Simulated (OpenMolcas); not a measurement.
Computed levels of 4d³ in ions with 39 electrons, in cm-1 above ⁴F_3/2.

```yaml
Program: OpenMolcas
Method: MS-RASPT2, IPEA 0.25 Eh, imaginary shift 0.1 Eh
Basis: ANO-R2
Scalar_Hamiltonian: X2C, finite nucleus
Spin-orbit_coupling: RASSI with atomic mean-field integrals over the reference wave functions, term energies averaged over their components
```

Active space for each ion: 9 electrons in 8 orbitals (RAS1 4p, at most 2 holes; RAS2 4d); closed shells correlated by CASPT2: 4s.

```json
{"Level": "⁴F_5/2", "Tc4+": "1105", "Rh6+": "1914", "Pd7+": "2520"}
{"Level": "⁴F_7/2", "Tc4+": "2470", "Rh6+": "4170", "Pd7+": "5380"}
{"Level": "⁴F_9/2", "Tc4+": "3970", "Rh6+": "6530", "Pd7+": "8280"}
{"Level": "⁴P_3/2", "Tc4+": "12130", "Rh6+": "14960", "Pd7+": "16260"}
{"Level": "⁴P_1/2", "Tc4+": "12180", "Rh6+": "15220", "Pd7+": "16760"}
{"Level": "⁴P_5/2", "Tc4+": "13940", "Rh6+": "18120", "Pd7+": "20500"}
{"Level": "²G_7/2", "Tc4+": "14130", "Rh6+": "18230", "Pd7+": "20370"}
{"Level": "²G_9/2", "Tc4+": "14990", "Rh6+": "19310", "Pd7+": "21520"}
{"Level": "²P_1/2", "Tc4+": "17550", "Rh6+": "23210", "Pd7+": "26110"}
```

**Question.** Estimate ⁴F_9/2, ⁴P_3/2, ⁴P_1/2 for Ru5+ from its neighbours Tc4+ and Rh6+.

**Answer.** ⁴F_9/2 is fine structure, which grows about as the fourth power of a screened charge, so the fourth roots are averaged: ((3970^0.25 + 6530^0.25) / 2)^4 = 5131. The calculation gives 5170, so the estimate is off by -0.8 %.
⁴P_3/2 is another term, which grows about linearly with the charge: (12130 + 14960) / 2 = 13545. The calculation gives 13600, so the estimate is off by -0.4 %.
⁴P_1/2 is another term, which grows about linearly with the charge: (12180 + 15220) / 2 = 13700. The calculation gives 13720, so the estimate is off by -0.1 %.

Mixed levels, with the weight of the term that names them: Ru5+ ²G_9/2 (71 %), Rh6+ ²G_9/2 (65 %), Pd7+ ⁴P_3/2 (73 %), Pd7+ ²G_9/2 (57 %).

CASPT2 does not keep the components of a term degenerate, so their means are used; among the terms shown or strongly mixed into the levels shown the widest spread is 1700 cm-1 (4d³ ⁴F, Tc4+). Active for correlation alone: 4p; no level in the range computed is led by a configuration that opens it, so any true level of that kind is missing. Only configurations of the active space appear.
